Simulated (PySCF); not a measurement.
How strong are the bonds of `CN([SiH3])[SiH3]` (CH9NSi2)?

Parent: `CN([SiH3])[SiH3]` (CH9NSi2). Coordinates in Å; atoms count from 1 in this order:
```
C    -0.2426    1.4979    0.0742
N    -0.0290    0.0580    0.1546
Si    1.5991   -0.4896    0.4582
Si   -1.3654   -0.9771   -0.2756
H    -0.0530    1.9055   -0.9361
H     0.4159    2.0356    0.7774
H    -1.2783    1.7608    0.3486
H     2.5397   -0.1520   -0.6596
H     1.5717   -1.9693    0.6371
H     2.1279    0.1760    1.6905
H    -0.9795   -2.3875    0.0140
H    -1.7430   -0.8640   -1.7223
H    -2.5717   -0.5918    0.5229
```

These are calculated values, M06-2X/def2-TZVP in PySCF (grid level 3) at geometries from PBE0-D3(BJ)/def2-SVP. Zero-point and thermal terms (298.15 K, 1 bar) come from unscaled GFN2-xTB harmonic frequencies, with soft modes damped to free rotors in the entropy. These were taken at the GFN2-xTB minima.

```csv
bond,r / Å,radicals,BDE(298 K) / eV,BDFE / eV,D₀ / eV,Dₑ / eV
Si3–H,1.499,CN([SiH2])[SiH3] + H•,3.86,3.50,3.80,4.04
C1–N2,1.458,CH3• + [SiH3][N][SiH3],3.91,3.34,3.82,4.16
C1–H,1.106,[CH2]N([SiH3])[SiH3] + H•,3.99,3.62,3.91,4.31
N2–Si3,1.744,C[N][SiH3] + SiH3•,4.44,3.89,4.38,4.60
```

Homolysis to relaxed radicals in the gas phase; the table need not hold every single bond outside rings.

Lowest value: Si3–H (3.86 eV); strongest: N2–Si3 (4.44 eV).

Caveats: the order of Si3–H and C1–N2, of C1–N2 and C1–H is undecided: the gaps lie inside the method's error (some 10 kJ/mol, one structure a species).

Hardware: 1 thread of Arm Neoverse V2, shared with other jobs. Command: `OMP_NUM_THREADS=1 python redox_run.py task.json out`. Structures, frequencies and single points: 3.5 min.
